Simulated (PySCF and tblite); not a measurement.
Results of a calculation; reference values are marked as such.
Molecule: C₆H₁₃N, numbered as in [CH3:1][C:2]1([CH3:3])[CH2:4][CH2:5][NH:6][CH2:7]1; H are named by their carrier, a and b as at the first point (Å):

```
C1      -0.891    1.601   -0.286
C2      -0.454    0.168    0.018
C3      -1.687   -0.701    0.261
C4       0.420   -0.405   -1.120
C5       1.639   -0.991   -0.390
N6       1.848   -0.136    0.768
C7       0.501    0.130    1.250
H1a     -1.484    1.634   -1.199
H1b     -1.497    1.996    0.528
H1c     -0.026    2.250   -0.417
H3a     -2.235   -0.348    1.133
H3b     -2.353   -0.667   -0.600
H3c     -1.397   -1.735    0.432
H4a      0.741    0.393   -1.793
H4b     -0.108   -1.154   -1.707
H5a      2.535   -1.038   -1.007
H5b      1.412   -1.997   -0.023
H6       2.272    0.735    0.459
H7a      0.472    1.053    1.829
H7b      0.220   -0.697    1.908
```

The ring 2–4–5–6–7 is held at Altona–Sundaralingam phase angles P (ν_j = ν_max cos(P + 144°(j − 2)), ν_j about the bond from ring atom j to j + 1, counted from 0) and the rest relaxed at GFN2-xTB. Energies: CAM-B3LYP/pcSseg-1 + D3(BJ). Couplings: B3LYP/6-31G* with H pcJ-1, gas phase, for ¹H. (tblite 0.8, PySCF 2.14.)

Task: How do the most sensitive couplings change along the phase angle P?

Result: 
| phase angle P ° | ³J(H5b,H6) | ³J(H6,H7b) | ³J(H4a,H5b) | ³J(H4b,H5a) | ³J(H6,H7a) | ³J(H5a,H6) | ³J(H4a,H5a) | ³J(H4b,H5b) | ²J(H7a,H7b) |
| --- | --- | --- | --- | --- | --- | --- | --- | --- | --- |
| 0 | 14.6 | 13.7 | 11.5 | 0.2 | 7.9 | 5.6 | 7.9 | 6.7 | -13.1 |
| 72 | 8.1 | 13.4 | 2.5 | 7.4 | 7.9 | 12.5 | 10.5 | 12.5 | -12.4 |
| 144 | -0.5 | 0.7 | 0.2 | 11.7 | 9.3 | 6.8 | 5.6 | 7.6 | -9.6 |
| 216 | -0.4 | 0.1 | 2.1 | 7.1 | 4.2 | 5.8 | 12.0 | 10.9 | -8.0 |
| 288 | 7.2 | 1.5 | 12.2 | 0.2 | 12.2 | 10.7 | 9.4 | 6.4 | -9.5 |
Values in Hz.

Task: Set ³J(H5b,H6) against its H–C–N–H torsion.

Result: 79°: -0.4 Hz, 82°: -0.5 Hz, 131°: 7.2 Hz, 134°: 8.1 Hz, 167°: 14.6 Hz.

Task: With the energies 0.69, 0.48, 1.08, 0.00, 1.22 kcal/mol at these points, what are the Boltzmann averages at 298 K?

Result: ³J(H5b,H6) 4.2, ³J(H6,H7b) 5.2, ³J(H4a,H5b) 4.1, ³J(H4b,H5a) 6.1, ³J(H6,H7a) 6.5, ³J(H5a,H6) 7.6, ³J(H4a,H5a) 10.4, ³J(H4b,H5b) 10.1, ²J(H7a,H7b) -9.9 Hz, over these points alone; points not sampled, such as mirror images that interchange a and b, would even out couplings that symmetry makes equal.
